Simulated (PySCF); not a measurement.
SMILES [Ge]([CH2]C)([CH2]C)([Br])[Br] (C4H10Br2Ge) (GFN2-xTB optimised geometry):

```
17

C     -0.398    -2.983     1.308
C     -0.921    -1.567     1.484
Ge    -0.325    -0.319     0.000
Br    -1.004    -1.260    -2.032
Br     2.014    -0.319     0.000
C     -0.926     1.618     0.000
C     -0.460     2.376     1.231
H      0.692    -2.998     1.303
H     -0.742    -3.614     2.126
H     -0.752    -3.416     0.372
H     -0.569    -1.142     2.425
H     -2.011    -1.556     1.497
H     -0.533     2.084    -0.907
H     -2.014     1.624    -0.070
H      0.627     2.359     1.310
H     -0.878     1.943     2.139
H     -0.778     3.416     1.173
```

Computed with B3LYP/def2-SVP (PySCF).

Question: What are the frontier orbital energies and the dipole moment?

Answer: HOMO-2 -7.83 eV, HOMO-1 -7.60 eV, HOMO -7.46 eV, LUMO -0.81 eV, LUMO+1 0.35 eV; dipole moment 3.08 D.

On the same geometry PBE/def2-SVP (PySCF) gives HOMO-2 -6.81 eV, HOMO-1 -6.61 eV, HOMO -6.50 eV, LUMO -1.48 eV, LUMO+1 -0.34 eV; dipole moment 3.02 D.

Meta-Löwdin charges at B3LYP/def2-SVP: C1 -0.28, C2 -0.32, Ge3 0.73, Br4 -0.28, Br5 -0.28, C6 -0.32, C7 -0.28, H8 0.10, H9 0.10, H10 0.10, H11 0.11, H12 0.11, H13 0.11, H14 0.11, H15 0.10, H16 0.09, H17 0.10.
